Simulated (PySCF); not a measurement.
Rh (rhodium, neutral) across methods

[Kr] 4d7 5s1 5p1, one real determinant (an excited configuration). Calculation: PySCF 2.14, in x2c-TZVPPall with one added diffuse shell each of s, p, d, f type (9s7p7d3f1g, 95 functions); the spin-free X2C one-electron Hamiltonian (Gaussian nucleus).

```tsv
method	E (hartree)	mean ε 4d β (eV)	mean ε 5s α (eV)	mean ε 5p α (eV)	Σ⟨r²⟩ (bohr²)	⟨S²⟩
PW91	-4783.81	-9.084	-6.999	-2.568	63.28	8.751
UHF	-4781.08414	-15.143	-9.863	-4.986	64.09	8.754
r2SCAN	-4783.44	-9.230	-7.200	-2.699	62.61	8.752
LDA	-4778.22	-9.084	-7.158	-2.617	63.13	8.750
r2SCAN0	-4783.42	-10.914	-8.016	-3.323	62.50	8.752
BLYP	-4783.58	-9.053	-6.746	-2.324	64.17	8.751
PBE	-4783.03	-9.028	-6.933	-2.536	63.48	8.751
wB97X	-4783.54	-13.400	-9.614	-4.757	63.39	8.751
PBE0	-4783.11	-10.747	-7.790	-3.214	63.07	8.751
```

⟨L²⟩ = 13.83 against 20 for a pure G term, so this real determinant mixes terms.
